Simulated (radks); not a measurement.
Problem. The table gives one normalised radial function P(r) = r R(r) (large component) of Mo24+ in [Ne] 3s2 3p5 4s1 (r in bohr). Calculated with a radial shooting solver on a logarithmic mesh with Libxc functionals: Dirac Kohn-Sham, PBE, spin-unpolarised, spherical densities, point nucleus; open shells fill j = l - 1/2 first.

| r | P |
|---|---|
| 0.002183 | 0.1911 |
| 0.003129 | 0.2580 |
| 0.004485 | 0.3418 |
| 0.006428 | 0.4398 |
| 0.009287 | 0.5439 |
| 0.01331 | 0.6240 |
| 0.01908 | 0.6354 |
| 0.02735 | 0.5091 |
| 0.0392 | 0.1769 |
| 0.05618 | -0.3593 |
| 0.08053 | -0.9113 |
| 0.1154 | -1.0478 |
| 0.1654 | -0.3432 |
| 0.2371 | 0.9881 |
| 0.3399 | 1.8405 |
| 0.4911 | 1.3921 |
| 0.7039 | 0.4740 |
| 1.009 | 0.0598 |
| 1.446 | 0.0019 |
| 2.073 | 0.0000 |

Which n and l does it have? It may be an empty orbital.

Solution. n = 3, l = 0: the number of nodes gives n - l - 1 = 2, the rise at small r points to l (this Dirac orbital starts as r^gamma with gamma = sqrt((l + 1)^2 - (Z/c)^2) = 0.95; the j = 1/2 orbital of l + 1 starts with the same power, but with a smaller coefficient, and then steepens), and the extent must fit the shell. The curve is that of 3s1/2. 3s1/2: eigenvalue -1358.9 eV, 2 radial nodes at r = 0.0447, 0.183 bohr, <r> = 0.384 bohr, 90 % of the charge inside 0.558 bohr.
